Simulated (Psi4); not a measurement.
Pair of molecules, SMILES S with SMILES C#N (the first has 3 atoms); geometry from B3LYP-D3(BJ)/def2-TZVP, rigid monomers moved along the line of their centres of mass till H2···N5 is 4.28 Å.
(charge 0, multiplicity 1):
```xyz
6

S      0.219     0.023    -0.802
H      0.311    -0.050     0.537
H     -0.011    -1.294    -0.923
C      0.719    -0.164     5.943
N      0.618    -0.218     4.803
H      0.813    -0.113     7.004
```

Level of theory: SAPT0/jun-cc-pV(D+d)Z (Psi4 1.11).

Task: Which attractive term is largest, and how does the interaction split up?

Result: electrostatics -24.4, exchange 0.1, induction -1.1, dispersion -3.1, total -28.6 meV; the largest attraction is electrostatics.
